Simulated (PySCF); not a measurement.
Write Cartesian coordinates for isothiocyanate diacetylene, `C#CC#CN=C=S` as optimised with GFN2-xTB.

```xyz
8
C5HNS angstrom
C      1.6283    2.6766   -0.5703
C      1.0448    1.6475   -0.3296
C      0.4015    0.4947   -0.0561
C     -0.2370   -0.5195    0.1587
N     -0.8051   -1.6277    0.4387
C     -1.6192   -2.4980    0.5287
S     -2.5374   -3.7349    0.7409
H      2.1331    3.5708   -0.7801
```

Any rigid rotation of these coordinates is as good. Atoms count from 1 in this order. The C–N distances run from 1.195 Å (N5=C6, drawn double) to 1.276 Å (C4–N5, drawn single), a spread of 0.081 Å. The 3 C–C bonds span 1.207 Å (C1≡C2, drawn triple) to 1.348 Å (C2–C3, drawn single), a spread of 0.141 Å. The 7 heavy atoms lie in one plane (0.000 Å rms).

Bonds between heavy atoms (Å): C1≡C2 1.207, C2–C3 1.348, C3≡C4 1.218, C4–N5 1.276, N5=C6 1.195, C6=S7 1.555.

Structure optimised with GFN2-xTB, isolated species.

Not checked by GFN2-xTB frequencies.

All values are computed, not measured.
